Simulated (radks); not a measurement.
Q: Ionisation ladder of tellurium, from Te XXIII to Te XLIV. Each ion is in the ground configuration listed by NIST, and IE = E(next ion) - E(this ion). Calculated with a radial shooting solver on a logarithmic mesh with Libxc functionals: non-relativistic Kohn-Sham, PBE, spin-polarised, spherical densities, point nucleus; open shells are filled with parallel spins first (spin-orbit coupling, left out, can overturn this in heavy ions); relativity is left out, which matters for an element this heavy.

species     configuration  IE, Delta-SCF (eV)  -e(HOMO) (eV)     HOMO  <r> HOMO (bohr)
Te XXIII    [Ar] 3d10 4s2              693.78         678.50       4s            0.690
Te XXIV     [Ar] 3d10 4s1              728.48         712.97    4s up            0.684
Te XXV          [Ar] 3d10                   ?         1274.8       3d            0.288
Te XXVI          [Ar] 3d9              1386.8         1349.2  3d down            0.284
Te XXVII         [Ar] 3d8                   ?         1424.7  3d down            0.281
Te XXVIII        [Ar] 3d7              1540.3         1501.5  3d down            0.278
Te XXIX          [Ar] 3d6              1618.5         1579.3  3d down            0.274
Te XXX           [Ar] 3d5              1721.3         1680.2    3d up            0.270
Te XXXI          [Ar] 3d4              1804.3         1762.6    3d up            0.267
Te XXXII         [Ar] 3d3              1888.5         1846.2    3d up            0.264
Te XXXIII        [Ar] 3d2                   ?         1930.9    3d up            0.261
Te XXXIV         [Ar] 3d1              2059.6         2016.5    3d up            0.258
Te XXXV              [Ar]                   ?         2261.0       3p            0.292
Te XXXVI     [Ne] 3s2 3p5              2374.2         2336.6  3p down            0.290
Te XXXVII    [Ne] 3s2 3p4              2448.6         2411.6  3p down            0.288
Te XXXVIII   [Ne] 3s2 3p3              2547.6         2508.5    3p up            0.285
Te XXXIX     [Ne] 3s2 3p2              2625.5         2586.7    3p up            0.283
Te XL        [Ne] 3s2 3p1              2702.4         2664.2    3p up            0.281
Te XLI           [Ne] 3s2              2860.9         2826.6       3s            0.294
Te XLII          [Ne] 3s1              2943.1         2908.5    3s up            0.293
Te XLIII             [Ne]              6999.9         6893.9       2p            0.105
Te XLIV      [He] 2s2 2p5              7211.0         7105.7  2p down            0.104

Estimate the withheld Delta-SCF values.

A: Te XXV: 1311.9 eV (NIST 1304); Te XXVII: 1463.0 eV (NIST 1455); Te XXXIII: 1973.6 eV (NIST 1979); Te XXXV: 2298.8 eV (NIST 2309).
